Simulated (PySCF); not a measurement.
C₅H₄FN.
Geometry (PBE0-D3(BJ)/def2-SVP, Å), atoms numbered from 1 in this order:
```
atom  x, y, z in Å
C1     3.0089   -0.4537    0.2658
C2     1.7955   -0.4337    0.2299
C3     0.3837   -0.4367    0.1984
C4    -0.3712    0.5879   -0.2430
F5     0.1980    1.7016   -0.6857
C6    -1.8430    0.6358   -0.2889
N7    -2.6751   -0.2808   -0.0099
H8     4.0828   -0.4669    0.2957
H9    -0.1368   -1.3290    0.5607
H10   -2.2305    1.6158   -0.6132
H11   -2.2011   -1.1475    0.2694
```

Computed, not measured: core-valence-separated Tamm–Dancoff BHandHLYP/aug-pcX-1 (pcseg-1 on H) in PySCF, non-relativistic, gas phase, PBE0-D3(BJ)/def2-SVP geometry. No empirical shift is added; at this level the pattern usually sits a few eV under experiment.

The lowest roots of each edge with f over 0.003 (five at most, numbered afresh; weaker and dark ones are left out), with transition dipoles (au) in the frame of the coordinates:

| root | edge | E (eV) | f | μx | μy | μz |
| --- | --- | --- | --- | --- | --- | --- |
| 1 | C | 282.78 | 0.0887 | -0.0023 | 0.0449 | 0.1038 |
| 2 | C | 282.82 | 0.0634 | 0.0020 | -0.0297 | -0.0909 |
| 3 | C | 283.32 | 0.0262 | -0.0013 | 0.0243 | 0.0564 |
| 4 | C | 283.71 | 0.0892 | 0.0020 | 0.1041 | -0.0448 |
| 5 | C | 283.76 | 0.0276 | 0.0009 | 0.0580 | -0.0248 |
| 6 | N | 395.52 | 0.0554 | 0.0011 | -0.0224 | -0.0722 |
| 7 | N | 400.07 | 0.0221 | -0.0198 | 0.0410 | -0.0132 |
| 8 | N | 401.61 | 0.0046 | -0.0033 | 0.0110 | 0.0183 |
| 9 | N | 401.75 | 0.0033 | -0.0140 | 0.0058 | -0.0102 |
| 10 | N | 402.81 | 0.0089 | 0.0220 | -0.0194 | 0.0068 |
| 11 | F | 684.72 | 0.0078 | -0.0004 | -0.0091 | -0.0196 |
| 12 | F | 686.65 | 0.0258 | -0.0153 | -0.0331 | 0.0144 |
| 13 | F | 687.94 | 0.0123 | -0.0068 | -0.0242 | 0.0101 |
| 14 | F | 688.52 | 0.0038 | -0.0110 | -0.0103 | 0.0007 |

Problem. Molecules are fixed in this frame and the field points along x. What effective strengths 3 f cos²θ do the roots have (θ between field and μ)?

Solution. root 1 (C1 + C3): 0.000, root 2 (C6): 0.000, root 3 (C2): 0.000, root 4 (C1): 0.000, root 5 (C2): 0.000, root 6 (N7): 0.000, root 7 (N7): 0.012, root 8 (N7): 0.000, root 9 (N7): 0.006, root 10 (N7): 0.014, root 11 (F5): 0.000, root 12 (F5): 0.012, root 13 (F5): 0.002, root 14 (F5): 0.006. Root 10 is the strongest. Averaged over all orientations cos²θ is 1/3, which gives f back.

Time: 23 s of wall time. Hardware: an Arm Neoverse V1 with one thread, on a shared host.

One conformer stands for the species.
